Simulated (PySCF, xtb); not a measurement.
C₂H₈AlFSi, SMILES [CH3][Al]([CH3])[SiH2]F.

GFN2-xTB (xtb) at its own geometry gives an orbital gap of 3.61 eV and a dipole moment of 3.20 D.

Coordinates come from a ωB97X-D3(BJ)/def2-SVP optimisation. The structure was generated by enumeration; whether it is a known compound was not checked. The values are those of a single conformer.

Q: What does r2SCAN/def2-TZVP (PySCF) give? (The exact figures need the calculation; the answer reports its results.)

A: gap 4.25 eV (levels -6.30 and -2.05 eV), dipole 2.22 D.
